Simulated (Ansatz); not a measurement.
Program: Ansatz. Geometries: PBE0-D4/def2-TZVP. ΔE: electronic, gas phase. CCSD(T)/CBS adds triple-zeta CCSD(T) − MP2 to the extrapolated MP2 energy (def2 sets, frozen cores). DFT in def2-TZVPP. B3LYP here is the variant with VWN-RPA as its local correlation; programs differ in this. Elements past krypton have def2 core potentials. For Te outer-core shells are correlated without core-valence functions, which leaves a few kJ/mol of doubt a bond. One conformer a species, not always the lowest.

`CB[Te][AlH2]` + `N[SiH2]S` → `N[SiH2][S][AlH2]` + `CB[TeH]`  (ligand exchange at the Al–Te bond)

`CB[Te][AlH2]`:

```xyz
10

C    -1.473   -0.153   -0.005
B    -0.742    0.858    0.916
Te    1.378    1.208    1.072
Al    2.247   -0.434   -0.653
H    -0.850   -0.748   -0.672
H    -2.061   -0.833    0.625
H    -2.218    0.386   -0.604
H    -1.363    1.558    1.662
H     3.817   -0.494   -0.844
H     1.267   -1.347   -1.496
```

`N[SiH2]S`:

Cartesian coordinates in Å:
```
N -0.150 -0.714 1.230
Si -0.290 -0.088 -0.350
S 1.415 1.114 -0.876
H 0.171 -1.656 1.378
H 0.031 -0.124 2.026
H -1.471 0.798 -0.503
H -0.419 -1.271 -1.237
H 0.713 1.941 -1.668
```

`N[SiH2][S][AlH2]`:

```xyz
10

N    -1.570    0.288    0.715
Si   -0.870    0.318   -0.844
S     1.164    1.024   -1.000
Al    2.101   -0.485    0.249
H    -1.357   -0.471    1.343
H    -1.747    1.143    1.217
H    -0.936   -1.067   -1.368
H    -1.636    1.264   -1.688
H     3.660   -0.397    0.489
H     1.192   -1.617    0.887
```

`CB[TeH]`:

Z-matrix (Å, degrees):
```
C
B 1 1.554
H 1 1.097 2 109.3
H 1 1.097 2 109.1 3 -114.3
H 1 1.090 2 115.7 3 122.9
Te 2 2.120 1 125.5 3 -123.3
H 2 1.197 1 121.7 3 56.7
H 6 1.661 2 96.0 1 0.1
```

```json
{"level": "PBE-D4", "ΔE (kJ/mol)": "-24.2", "difference from CCSD(T)/CBS": "-2.0"}
{"level": "BLYP-D4", "ΔE (kJ/mol)": "-26.9", "difference from CCSD(T)/CBS": "-4.7"}
{"level": "B3LYP-D4", "ΔE (kJ/mol)": "-24.5", "difference from CCSD(T)/CBS": "-2.3"}
{"level": "r2SCAN0-D4", "ΔE (kJ/mol)": "-23.4", "difference from CCSD(T)/CBS": "-1.2"}
{"level": "BHLYP-D4", "ΔE (kJ/mol)": "-21.7", "difference from CCSD(T)/CBS": "0.5"}
{"level": "CAM-B3LYP-D4", "ΔE (kJ/mol)": "-25.4", "difference from CCSD(T)/CBS": "-3.2"}
{"level": "PBE-QIDH", "ΔE (kJ/mol)": "-20.5", "difference from CCSD(T)/CBS": "1.7"}
{"level": "revPBE", "ΔE (kJ/mol)": "-22.4", "difference from CCSD(T)/CBS": "-0.2"}
{"level": "r2SCAN", "ΔE (kJ/mol)": "-26.6", "difference from CCSD(T)/CBS": "-4.4"}
{"level": "PBE0", "ΔE (kJ/mol)": "-21.0", "difference from CCSD(T)/CBS": "1.2"}
{"level": "RPA@PBE/def2-TZVPP", "ΔE (kJ/mol)": "-25.7", "difference from CCSD(T)/CBS": "-3.5"}
{"level": "CCSD(T)/def2-SVP", "ΔE (kJ/mol)": "-27.3", "difference from CCSD(T)/CBS": "-5.1"}
{"level": "CCSD(T)/def2-TZVPP", "ΔE (kJ/mol)": "-24.3", "difference from CCSD(T)/CBS": "-2.1"}
{"level": "HF/def2-QZVPP", "ΔE (kJ/mol)": "-17.2", "difference from CCSD(T)/CBS": "5.0"}
{"level": "MP2/CBS(def2)", "ΔE (kJ/mol)": "-18.8", "difference from CCSD(T)/CBS": "3.4"}
{"level": "CCSD/CBS(def2)", "ΔE (kJ/mol)": "-20.9", "difference from CCSD(T)/CBS": "1.3"}
{"level": "CCSD(T)/CBS", "ΔE (kJ/mol)": "-22.2", "difference from CCSD(T)/CBS": "0"}
```

Largest T1 diagnostic among the species: 0.013.

In def2-TZVPP, CCSD(T) changes the Hartree–Fock value by −7.1 kJ/mol (the triples alone add −1.2 kJ/mol) and MP2 by −3.7 kJ/mol. At CCSD(T), def2-SVP lies −5.1 kJ/mol from the extrapolated value and def2-TZVPP −2.1 kJ/mol. Leaving LDA and LC-ωPBE aside and taking each functional with its dispersion term where it has one, the values, not all of them listed here, spread over 14.4 kJ/mol, from B97M-V to PBE-QIDH.
